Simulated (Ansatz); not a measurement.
CH3BClO, SMILES `CO[B]Cl` radical, 7 atoms. Charge 0, multiplicity 2. Hardware: A = 2 threads of a server CPU on a shared host; B = 2 threads of an AMD EPYC 7R13 on a shared host and a share of an NVIDIA H100 80 GB. Correlated methods freeze the cores. Open-shell runs search over several starts.

(1) How many basis functions does each run have, and how long does it take in Ansatz? UHF-CCSD(T)/cc-pV(T+d)Z energy [B]; UKS ωB97M-V/def2-SVP energy [A]; UHF-CCSD(T)/def2-SVP energy [A]; UKS BLYP-D4/def2-TZVPP energy [A]; UKS revPBE-D4/def2-TZVPP energy [A]; UHF-CCSD(T)/def2-TZVPP energy [B]; UKS PBE0-D4/def2-SVP energy [A]; UKS ωB97M-V/def2-TZVPP energy and forces [A]; direct RPA on PBE orbitals/def2-TZVPP energy [A]; UKS PBE0-D4/def2-QZVPP energy [B]; UHF-CCSD(T)/def2-QZVPP energy [B]; UHF-CCSD(T)/cc-pV(D+d)Z energy [A]. (Best estimate.)

## Answers

(1) The calculation gave: Other jobs shared the machine, so times are rough.

| level | job | functions | wall time | peak host memory (GiB) |
| --- | --- | --- | --- | --- |
| UKS revPBE-D4/def2-TZVPP | energy [A] | 177 | 4.2 s | 0.44 |
| UKS PBE0-D4/def2-SVP | energy [A] | 75 | 4.3 s | 0.44 |
| UKS BLYP-D4/def2-TZVPP | energy [A] | 177 | 5.5 s | 0.44 |
| UHF-CCSD(T)/def2-SVP | energy [A] | 75 | 7 s | 0.44 |
| UKS ωB97M-V/def2-SVP | energy [A] | 75 | 8 s | 0.44 |
| UHF-CCSD(T)/def2-TZVPP | energy [B] | 177 | 9.1 s | 0.81 |
| UKS PBE0-D4/def2-QZVPP | energy [B] | 331 | 10 s | 0.89 |
| direct RPA on PBE orbitals/def2-TZVPP | energy [A] | 177 | 10 s | 0.46 |
| UHF-CCSD(T)/cc-pV(D+d)Z | energy [A] | 80 | 13 s | 0.48 |
| UHF-CCSD(T)/cc-pV(T+d)Z | energy [B] | 171 | 15 s | 0.82 |
| UHF-CCSD(T)/def2-QZVPP | energy [B] | 331 | 21 s | 1.5 |
| UKS ωB97M-V/def2-TZVPP | energy and forces [A] | 177 | 28 s | 0.62 |
